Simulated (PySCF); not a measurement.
2-selenophen-2-ylthiophene (C8H6SSe), SMILES c1(ccc[se]1)-c1cccs1. Atoms are numbered in the order given.

```xyz
16

C     -1.2780     3.0430     0.0000
C     -0.0115     3.5657     0.0000
S      1.1838     2.3337     0.0000
C     -0.0138     1.0759     0.0000
C      0.3788    -0.3167     0.0000
C      1.6492    -0.8453     0.0000
C      1.7198    -2.2667     0.0000
C      0.5095    -2.9002     0.0000
Se    -0.8949    -1.6915     0.0000
C     -1.2806     1.6242     0.0000
H     -2.1805     3.6552     0.0000
H      0.2866     4.6132     0.0000
H      2.5382    -0.2100     0.0000
H      2.6665    -2.8106     0.0000
H      0.3211    -3.9731     0.0000
H     -2.1883     1.0178     0.0000
```
Charge 0, spin multiplicity 1.

The structure is a stationary point at PBE0-D3(BJ)/def2-SVP. One conformer was computed; it need not be the lowest.

Two levels are set side by side: PBE/pcSseg-1 (PySCF) and B3LYP/pcSseg-1 (PySCF). GIAO shifts against H2S (³³S), Me2Se (⁷⁷Se), TMS (¹H), TMS (¹³C) at the same level; non-relativistic, no solvent, atoms listed together averaged. Differences are taken from unrounded values.

| quantity | B3LYP |
|---|---|
| δ(¹³C) of C1 (ppm) | 134.4 |
| δ(¹³C) of C2 (ppm) | 133.5 |
| δ(³³S) of S3 (ppm) | 434.3 |
| δ(¹³C) of C4 (ppm) | 151.9 |
| δ(¹³C) of C5 (ppm) | 159.3 |
| δ(¹³C) of C6 (ppm) | 129.6 |
| δ(¹³C) of C7 (ppm) | 136.2 |
| δ(¹³C) of C8 (ppm) | 141.6 |
| δ(⁷⁷Se) of Se9 (ppm) | 532.1 |
| δ(¹³C) of C10 (ppm) | 129.3 |
| δ(¹H) of H11 (ppm) | 7.11 |
| δ(¹H) of H12 (ppm) | 7.11 |
| δ(¹H) of H13 (ppm) | 7.50 |
| δ(¹H) of H14 (ppm) | 7.13 |
| δ(¹H) of H15 (ppm) | 7.48 |
| δ(¹H) of H16 (ppm) | 7.37 |

Task: What does PBE give, and how far is it from B3LYP? (An estimate is asked for; the answer gives what the named calculation found.)

Result: 
```json
[
 {"quantity": "δ(¹³C) of C1 (ppm)", "PBE": "131.8", "PBE minus B3LYP": "-2.6"},
 {"quantity": "δ(¹³C) of C2 (ppm)", "PBE": "128.5", "PBE minus B3LYP": "-5.0"},
 {"quantity": "δ(³³S) of S3 (ppm)", "PBE": "441.3", "PBE minus B3LYP": "7.1"},
 {"quantity": "δ(¹³C) of C4 (ppm)", "PBE": "146.6", "PBE minus B3LYP": "-5.3"},
 {"quantity": "δ(¹³C) of C5 (ppm)", "PBE": "153.3", "PBE minus B3LYP": "-6.0"},
 {"quantity": "δ(¹³C) of C6 (ppm)", "PBE": "127.3", "PBE minus B3LYP": "-2.3"},
 {"quantity": "δ(¹³C) of C7 (ppm)", "PBE": "133.7", "PBE minus B3LYP": "-2.5"},
 {"quantity": "δ(¹³C) of C8 (ppm)", "PBE": "135.9", "PBE minus B3LYP": "-5.7"},
 {"quantity": "δ(⁷⁷Se) of Se9 (ppm)", "PBE": "522.7", "PBE minus B3LYP": "-9.4"},
 {"quantity": "δ(¹³C) of C10 (ppm)", "PBE": "127.0", "PBE minus B3LYP": "-2.3"},
 {"quantity": "δ(¹H) of H11 (ppm)", "PBE": "7.13", "PBE minus B3LYP": "0.02"},
 {"quantity": "δ(¹H) of H12 (ppm)", "PBE": "7.05", "PBE minus B3LYP": "-0.05"},
 {"quantity": "δ(¹H) of H13 (ppm)", "PBE": "7.53", "PBE minus B3LYP": "0.03"},
 {"quantity": "δ(¹H) of H14 (ppm)", "PBE": "7.17", "PBE minus B3LYP": "0.04"},
 {"quantity": "δ(¹H) of H15 (ppm)", "PBE": "7.40", "PBE minus B3LYP": "-0.08"},
 {"quantity": "δ(¹H) of H16 (ppm)", "PBE": "7.39", "PBE minus B3LYP": "0.02"}
]
```

Rough cost on one machine, each run with all the roots and properties that it gave: B3LYP against PBE within a factor of 2.
